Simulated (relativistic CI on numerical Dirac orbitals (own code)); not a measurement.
## One change at a time: Nb XXXVIII

Base calculation: Dirac-Coulomb-Breit CI, orbitals from a KLI potential per configuration, a model potential for QED, unscaled Slater integrals.

Configuration list (outside the closed core 1s2): 2s², 2s2p, 2p², 2p3s, 2p3p, 2s3s, 2s3p, 2s3d, 2s4s, 2s4p, 2s4d, 2s4f, 3s², 3s3p, 3p². Levels of other configurations are missing.

Variants: (1) one mean potential for all configurations. Shifts of the energy above 2s² ¹S0, in eV, for the lowest level and the first level of each name with at least 55 % of one term (blank where a level changes its place among those of its configuration and J or its character, or is not in the variant):

```
    Level     Base   Δ(1)
  2s² ¹S0     0.00   0.00
2s2p ³P°0    73.20  +0.02
2s2p ³P°1    87.44  +0.02
2s2p ³P°2   183.75  +0.02
  2p² ³P0   210.95  +0.14
2s2p ¹P°1   234.72  +0.01
  2p² ³P1   302.30  +0.13
  2p² ¹D2   314.48  +0.13
  2p² ³P2   420.58  +0.10
  2p² ¹S0   459.47  +0.09
 2s3s ³S1  2969.23  +0.06
 2s3s ¹S0  2984.24   0.00
2s3p ³P°0  3005.45  +0.01
2s3p ³P°1  3006.10  +0.01
```

At this charge energies of transitions that change n are usually good to better than 1 %, and those within a shell (Δn = 0) to a few per cent.

Ionisation energy from the two ground configurations alone: base 5257.85 eV. The NIST ASD value (semi-empirical) is 5265 eV.

LS names give the leading component of a level, which can be under half, so a name can repeat, a term be missing and a line seem to break the LS rules.
